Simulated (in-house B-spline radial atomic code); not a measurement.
Results of a calculation; reference values are marked as such.
**Extrapolating the RPA correlation energy in partial waves: Br5+**

All-electron RPA on Hartree-Fock orbitals from an all-electron radial atomic-structure program (B-spline basis), scalar-relativistic (spin-free one-electron X2C), finite nucleus, configuration [Ar] 3d10 4s2. With empty states up to angular momentum L the sums are:

| L | E_c(L) (hartree) |
| --- | --- |
| 4 | -1.866242 |
| 5 | -1.983831 |
| 6 | -2.041703 |

For large l each further wave adds A/(l + 1/2)⁴, because the basis must build the cusp where two electrons meet.

Task: Estimate the limit from L = 5 and L = 6.

Result: Wave 6 adds -0.057872, against a sum of (l + 1/2)⁻⁴ of 5.60204e-04, so A = -103.31. The sum over l > 6 is ζ(4, 7.5) = 9.6207e-04, close to 1/(3 × 7³) = 9.7182e-04. The tail is -0.099387 and the limit -2.14109 hartree.

Task: How good is the estimate?

Result: A run to L = 11 sums to -2.11028 and extrapolates to -2.12441 hartree, 1.03 millihartree from the run before, so it has not settled and is itself too deep. The estimate differs from that by -16.68 millihartree, while the bare sum at L = 6 misses 82.7 millihartree (3.9 %).
